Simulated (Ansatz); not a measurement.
Coupled-cluster diagnostics for the cluster Rb4H5⁻, Ansatz.

Geometry of the singlet (B3LYP-D4/def2-SVPD):

```xyz
9

Rb   -1.0570    1.9010    0.7839
Rb   -1.2996   -2.4819    0.3000
Rb    0.5053   -0.2165   -2.7641
Rb    2.6469   -0.7885    0.9765
H     2.0237    1.7108   -0.8000
H    -0.0022   -0.8345    2.6384
H     1.5313   -2.8538   -1.2082
H    -2.6361    3.9654    1.3801
H    -1.7122   -0.4019   -1.3065
```

In the def2 sets Rb takes a core potential; there is no spin–orbit coupling. Correlated methods freeze no core orbitals; core or outer-core shells of Rb are correlated, in sets that lack core-valence functions. Another isomer (singlet) lies 0.57 eV lower at PBE0-D4/def2-TZVPD; other spin states weren't run for this one.

(1) Estimate the CCSD(T) correlation energy, the shares of MP2 and (T), T1 and the reference's ⟨S²⟩ for: charge -1, singlet, own geometry in def2-TZVPD; and the rough time on 4 threads of Intel Xeon Platinum 8175M on a shared host.

## Answers

(1) 
| state | basis | correlation (eV) | MP2 share (%) | (T) share (%) | T1 | ⟨S²⟩ (pure) | wall time |
| --- | --- | --- | --- | --- | --- | --- | --- |
| charge -1, singlet, own geometry | def2-TZVPD | -12.650 | 83.9 | 1.6 | 0.013 | 0.00 (0.00) | 1.7 min |
Customary marks for T1 are 0.02 (closed shells), 0.045 (open shells) and about 0.05 (3d metals). T1 stays under 0.02 throughout.
